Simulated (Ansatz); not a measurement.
**Match the barriers**

Saddle point of BH$_{2}$SOF, singlet (BH₂SOF ([OH][B]([F])[SH]) → BOF + H₂S; bonds formed: S2–H4; bonds broken: B1–S2, O3–H4), PBE0-D4/def2-TZVP structure:

B1  (-0.726, -0.316, -0.299)
S2  (0.580, 0.789, 0.937)
O3  (-0.325, 0.021, -1.452)
H4  (0.621, 0.789, -0.545)
F5  (-1.609, -1.060, 0.321)
H6  (1.459, -0.223, 1.038)
(Å)

Ansatz 0.2.0; basis: def2-TZVPP, with def2-QZVPP for the basis limit; cores frozen in the correlated methods. B3LYP uses VWN-RPA correlation. Extrapolation: Hartree–Fock as exp(−7.88 √X), correlation as X^−2.97. Four methods, as single points on the PBE0-D4 structures, gave these electronic barriers from the start structure: 44.94, 51.06, 58.31, 68.17 kcal/mol.

Problem. The methods were, in alphabetical order, B3LYP-D4, BHLYP-D4, HF, PBE-D4. Which gave which? (Judge from chemistry; the calculation decides.)

Solution. The calculation gives: PBE-D4 44.94; B3LYP-D4 51.06; BHLYP-D4 58.31; HF 68.17 kcal/mol. For comparison, CCSD(T) at an estimated basis limit (MP2 extrapolated from triple and quadruple zeta, plus CCSD(T) − MP2 in triple zeta) gives 53.52 kcal/mol.

No T1 diagnostic of these runs exceeds 0.016.

Labels in which every atom is bracketed show which atoms are joined, not bond orders.

For scale, one of the runs: CCSD(T)/def2-TZVPP, 163 basis functions, launched by `ansatz run in.yaml --threads 2 --pin off --events-out ev --progress --plain --max-ram 4352MiB`. The run took 28 s on 2 CPU threads of an Arm Neoverse V2 (shared host), with 1.3 GiB of host memory at its peak.
